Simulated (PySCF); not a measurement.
C2H8N2Si.
InChI=1S/C2H8N2Si/c1-2-4-5-3/h2H,3,5H2,1H3/b4-2+

Torsions of this conformer, `[CH3:1]/[CH:2]=[N:3]/[SiH2:4][NH2:5]`: C2–N3–Si4–N5 124°, H–N5–Si4–N3 -71°, H–N5–Si4–N3 62°.

The closed-shell ground state was solved at several levels (PySCF, density fitting, gas phase, non-relativistic). Isolated species at its GFN2-xTB geometry (one conformer only).

| level | basis functions | total energy (Eh) | HOMO (eV) | LUMO (eV) | gap (eV) | dipole (D) |
| --- | --- | --- | --- | --- | --- | --- |
| PBE0/def2-SVPD | 168 | -479.4815 | -6.77 | -0.51 | 6.26 | 2.12 |
| wB97X-D/def2-SVPD | 168 | -479.7620 | -8.65 | 1.33 | 9.98 | 2.20 |

Task: What might PBE0/pcSseg-1 (132 basis functions) give for the same quantities?

Result: Total energy -479.6633 Eh, HOMO -6.72 eV, LUMO -0.40 eV, gap 6.32 eV, dipole 2.16 D.

Task: Over all these levels, which gives the widest orbital gap and which the narrowest?

Result: wB97X-D/def2-SVPD (range-separated hybrid) has the widest, 9.98 eV, and PBE0/def2-SVPD (global hybrid, 25 % exact exchange) the narrowest, 6.26 eV. The two share the basis. From the narrowest to the widest the HOMO moves by -1.88 eV and the LUMO by +1.84 eV.

Task: How far do the dipole and the HOMO energy spread over the levels?

Result: The dipole runs from 2.12 to 2.20 D (mean 2.16 D) and the HOMO from -8.65 to -6.72 eV.

The pairwise dispersion term of wB97X-D wasn't added to the energies; at a given geometry it leaves orbitals and properties as they are.
